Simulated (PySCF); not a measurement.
C7H8, charge +1, doublet, at a GFN2-xTB geometry (a state made from the parent by changing its charge; the spin is typed, not shown lowest), with bond 8-1 at 1.4 times its length; PySCF with CASSCF(7,6)/STO-3G.

Input for PySCF:
```python
from pyscf import gto, scf, mcscf
import numpy

mol = gto.M(
    atom='''
C    -2.366530   -0.088812    0.075370
C    -0.910108   -0.043246   -0.045476
C    -0.140973   -1.225889    0.120750
C     1.226722   -1.153665    0.206655
C     1.867173    0.080875    0.018153
C     1.126048    1.261590   -0.146228
C    -0.242048    1.195319   -0.233187
H    -2.969119    1.245743    0.501379
H    -2.711748   -0.903599    0.712469
H    -2.774286   -0.305433   -0.925021
H    -0.646111   -2.176311    0.213291
H     1.811709   -2.045368    0.374759
H     2.944586    0.111898   -0.076851
H     1.634606    2.208806   -0.245315
H    -0.823503    2.088536   -0.409219
''',
    basis='sto-3g',
    charge=1,
    spin=1,
    verbose=4,
)

mf = scf.ROHF(mol)
mf.kernel()
mc = mcscf.CASSCF(mf, 6, 7)
mc.fix_spin_(ss=0.75)
mc.kernel()
occ = numpy.linalg.eigvalsh(mc.fcisolver.make_rdm1(mc.ci, mc.ncas, mc.nelecas))[::-1]
ss = mc.fcisolver.spin_square(mc.ci, mc.ncas, mc.nelecas)[0]
print('natural occupations', occ.round(4), ' <S^2>', round(ss, 4))
```

The log (banner, timings and long lists left out):

```
PySCF version 2.14.0

[INPUT] verbose = 4
[INPUT] num. atoms = 15
[INPUT] num. electrons = 49
[INPUT] charge = 1
[INPUT] spin (= nelec alpha-beta = 2S) = 1
[INPUT] symmetry False subgroup None
[INPUT] Mole.unit = angstrom
[INPUT] Symbol           X                Y                Z      unit          X                Y                Z       unit  Magmom
[...]
nuclear repulsion = 268.5767753021
number of shells = 29
number of NR pGTOs = 129
number of NR cGTOs = 43
basis = sto-3g
ecp = {}

******** <class 'pyscf.scf.rohf.ROHF'> ********
method = ROHF
initial guess = minao
damping factor = 0
level_shift factor = 0
DIIS = <class 'pyscf.scf.diis.CDIIS'>
diis_start_cycle = 1
diis_space = 8
diis_damp = 0
SCF conv_tol = 1e-09
SCF conv_tol_grad = None
SCF max_cycles = 50
direct_scf = True
direct_scf_tol = 1e-13
num. doubly occ = 24  num. singly occ = 1
Set gradient conv threshold to 3.16228e-05
init E= -268.288874852728
[...]
cycle= 1 E= -266.081489133926  delta_E= 2.21  |g|= 0.378  |ddm|= 3.57
[...]
cycle= 2 E= -266.141731918551  delta_E= -0.0602  |g|= 0.105  |ddm|= 0.495
[...]
cycle= 3 E= -266.146144079595  delta_E= -0.00441  |g|= 0.0518  |ddm|= 0.157
[...]
cycle= 4 E= -266.147135679689  delta_E= -0.000992  |g|= 0.0162  |ddm|= 0.0653
[...]
cycle= 5 E= -266.147244040241  delta_E= -0.000108  |g|= 0.00305  |ddm|= 0.0179
[...]
cycle= 6 E= -266.147251814528  delta_E= -7.77e-06  |g|= 0.00124  |ddm|= 0.00469
[...]
cycle= 7 E= -266.147253361818  delta_E= -1.55e-06  |g|= 0.000337  |ddm|= 0.00264
[...]
cycle= 8 E= -266.147253663114  delta_E= -3.01e-07  |g|= 0.000236  |ddm|= 0.00101
[...]
cycle= 9 E= -266.147253870495  delta_E= -2.07e-07  |g|= 0.000188  |ddm|= 0.000829
[...]
cycle= 10 E= -266.147254123317  delta_E= -2.53e-07  |g|= 0.000153  |ddm|= 0.00121
[...]
cycle= 11 E= -266.147254543701  delta_E= -4.2e-07  |g|= 6.51e-05  |ddm|= 0.00339
[...]
cycle= 12 E= -266.14725459705  delta_E= -5.33e-08  |g|= 1.92e-05  |ddm|= 0.00143
[...]
cycle= 13 E= -266.147254599029  delta_E= -1.98e-09  |g|= 9.76e-06  |ddm|= 0.000263
[...]
cycle= 14 E= -266.1472545992  delta_E= -1.71e-10  |g|= 6.35e-06  |ddm|= 5.63e-05
[...]
Extra cycle  E= -266.147254599262  delta_E= -6.2e-11  |g|= 4.06e-06  |ddm|= 1.71e-05
converged SCF energy = -266.147254599262

******** <class 'pyscf.mcscf.mc1step.CASSCF'> ********
CAS (4e+3e, 6o), ncore = 21, nvir = 16
max_cycle_macro = 50
max_cycle_micro = 4
conv_tol = 1e-07
conv_tol_grad = None
orbital rotation max_stepsize = 0.02
[...]
CASCI E = -266.190858734594  S^2 = 0.7500000
[...]
macro iter  17 (  7 JK    2 micro), CASSCF E = -266.214628203819  dE = -1.24721561e-04  S^2 = 0.7500000
               |grad[o]|=0.00112  |grad[c]|=0.00203  |ddm|=0.00204  |maxRot[o]|=0.0698
macro iter  18 (  7 JK    2 micro), CASSCF E = -266.214754294736  dE = -1.26090918e-04  S^2 = 0.7500000
               |grad[o]|=0.00138  |grad[c]|=0.00074  |ddm|=0.00213  |maxRot[o]|=0.0698
macro iter  19 (  7 JK    2 micro), CASSCF E = -266.214865511936  dE = -1.11217200e-04  S^2 = 0.7500000
               |grad[o]|=0.00159  |grad[c]|=0.00142  |ddm|=0.0021  |maxRot[o]|=0.0698
macro iter  20 (  7 JK    2 micro), CASSCF E = -266.214948184258  dE = -8.26723217e-05  S^2 = 0.7500000
               |grad[o]|=0.00167  |grad[c]|=0.00339  |ddm|=0.00201  |maxRot[o]|=0.0698
macro iter  21 ( 16 JK    4 micro), CASSCF E = -266.214956201008  dE = -8.01675020e-06  S^2 = 0.7500000
               |grad[o]|=0.00149  |grad[c]|=0.0189  |ddm|=0.00209  |maxRot[o]|=0.0943
macro iter  22 (  7 JK    2 micro), CASSCF E = -266.214992843144  dE = -3.66421356e-05  S^2 = 0.7500000
               |grad[o]|=0.00104  |grad[c]|=0.00362  |ddm|=0.000935  |maxRot[o]|=0.0698
macro iter  23 (  7 JK    2 micro), CASSCF E = -266.214985379218  dE =  7.46392539e-06  S^2 = 0.7500000
               |grad[o]|=0.000476  |grad[c]|=0.000682  |ddm|=0.000605  |maxRot[o]|= 0.02
macro iter  24 ( 21 JK    4 micro), CASSCF E = -266.214985539428  dE = -1.60209424e-07  S^2 = 0.7500000
               |grad[o]|=0.000335  |grad[c]|=0.000536  |ddm|=0.000365  |maxRot[o]|=0.0148
macro iter  25 (  7 JK    2 micro), CASSCF E = -266.214995899536  dE = -1.03601080e-05  S^2 = 0.7500000
               |grad[o]|=0.000203  |grad[c]|=0.000956  |ddm|=0.000151  |maxRot[o]|=0.0383
macro iter  26 (  4 JK    1 micro), CASSCF E = -266.214997177269  dE = -1.27773279e-06  S^2 = 0.7500000
               |grad[o]|=9.32e-05  |grad[c]|=0.000336  |ddm|=5.87e-05  |maxRot[o]|=0.0182
macro iter  27 (  4 JK    1 micro), CASSCF E = -266.214997191651  dE = -1.43825218e-08  S^2 = 0.7500000
               |grad[o]|=2.91e-05  |grad[c]|=5.77e-05  |ddm|=2.64e-05  |maxRot[o]|=0.00124
1-step CASSCF converged in  27 macro (272 JK  66 micro) steps
CASSCF canonicalization
Density matrix diagonal elements [1.92941892 1.99434416 1.88246787 1.00601612 0.08084519 0.10690774]
CASSCF energy = -266.214997191651
CASCI E = -266.214997191651  E(CI) = -11.1805821394646  S^2 = 0.7500000
natural occupations [1.9989 1.9257 1.8825 1.0162 0.1069 0.0698]  <S^2> 0.75
```
